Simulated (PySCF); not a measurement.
## Correlation energy of Zn⁺ (zinc, charge +1)

[Ar] 3d10 4s1, 2S determinant. All numbers are calculated (PySCF 2.14, the non-relativistic Hamiltonian (point nucleus), in 6-31G*). Frozen: [Ar]; 11 electrons correlated.

MP2 pair energies summed by pair of shells (mhartree):

```json
{"pair": "3d-3d", "energy": "-203.43", "share (%)": "94.1"}
{"pair": "3d-4s", "energy": "-12.72", "share (%)": "5.9"}
```

Total MP2 correlation energy: -216.15 mhartree.

Same-spin part -79.24 and opposite-spin part -136.91 mhartree; SCS-MP2 scales them by 1/3 and 6/5 to -190.71 mhartree.

```csv
level,correlation energy (mhartree)
CCSD,-195.07
(T),-5.49
CCSD(T),-200.56
```

Diagnostics: T1 = 0.0061, D1 = 0.0132, largest double amplitude 0.028.

Cost of the coupled-cluster step: 0.42 s of wall time on 1 thread of Neoverse-V1 (shared host), for 11 correlated electrons.
